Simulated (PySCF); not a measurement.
# Orbital picture of InB

M06-2X at R = 2.426 Å; PySCF, scalar-relativistic core potentials, basis sets In def2-TZVPP with ECP28, B def2-TZVPP. State: ³Π (triplet), unpaired electrons σ ↑, π ↑. Only the outer orbitals are listed, counted within each symmetry, core potentials removing the inner ones.

| spin | orbital | occ. | ε (eV) | on In (%) | main shells (%) |
| --- | --- | --- | --- | --- | --- |
| α | 5σ | 1 | -13.22 | 35 | 63 B s, 28 In s |
| α | 6σ | 1 | -9.48 | 64 | 60 In s, 26 B s, 9 B p |
| α | 7σ | 1 | -5.88 | 43 | 52 B p, 37 In p |
| α | 3π | 1 | -5.63 | 29 | 70 B p, 26 In p |
| α | 3π | 0 | -2.15 | 56 | 55 In p, 43 B p |
| α | 4π | 0 | -0.54 | 78 | 76 In p, 22 B p |
| α | 4π | 0 | -0.08 | 51 | 49 B p, 48 In p |
| β | 5σ | 1 | -11.64 | 40 | 55 B s, 37 In s |
| β | 6σ | 1 | -7.83 | 64 | 58 In s, 36 B s |
| β | 3π | 0 | -2.00 | 68 | 67 In p, 32 B p |
| β | 3π | 0 | -1.89 | 70 | 69 In p, 30 B p |
| β | 7σ | 0 | -1.23 | 41 | 45 B p, 38 In p, 14 B s |

Question: Which are the highest filled and the lowest empty level, where do they sit, and how wide is the gap?

Answer: Highest filled α 3π at -5.63 eV (in %: 70 B p, 26 In p); lowest empty α 3π at -2.15 eV (in %: 55 In p, 43 B p); the gap at M06-2X is 3.48 eV. Both belong to one degenerate shell, split only by its one-sided filling, so this is no excitation gap.

The bond order (Mayer) is 1.07. The ⟨S²⟩ is 2.014 and the charge on In (Mulliken, basis-dependent) is 0.25. The charge on In (Löwdin, basis-dependent) is 0.29 and the dipole moment (positive dipole means In(−)B(+)) is -2.15 D.

Spin–orbit coupling is left out. The state was picked by a PBE0 search and need not be the measured ground state.
